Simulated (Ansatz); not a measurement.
Correlation energies of GaH₆NSiTe, SMILES `N[SiH]([GaH2])[TeH]` by basis set

```tsv
atom	x (Å)	y (Å)	z (Å)
N1	-0.4238	0.2342	2.0153
Si2	0.1766	0.5789	0.4595
Ga3	-0.9570	0.0614	-1.5468
Te4	1.2942	-1.5490	-0.7592
H5	0.1756	0.1218	2.8168
H6	-1.3155	-0.2157	2.1381
H7	1.3685	1.4514	0.6123
H8	-2.1627	-0.9225	-1.3761
H9	-0.5563	0.8020	-2.8589
H10	2.4003	-0.5625	-1.5011
```

The species carries charge 0 and has multiplicity 1. Correlated methods include outer-core shells of Ga, Te, which these sets cover unevenly. Scalar relativity is left out up to krypton. Te: def2 effective core potential. Geometry: relaxed with PBE0-D4/def2-TZVP. It is one conformer, not always the lowest. Frozen core, restricted reference, the Gaussian-basis code of Ansatz.

```
     basis      HF (Eh)  MP2 corr.  CCSD corr.       (T)  CCSD(T) total
  def2-SVP  -2536.76053   -0.61361    -0.65088  -0.02110    -2537.43251
def2-TZVPP  -2537.19402   -1.04754    -1.05159  -0.03686    -2538.28247
def2-QZVPP  -2537.24794   -1.48147           –         –              –
```
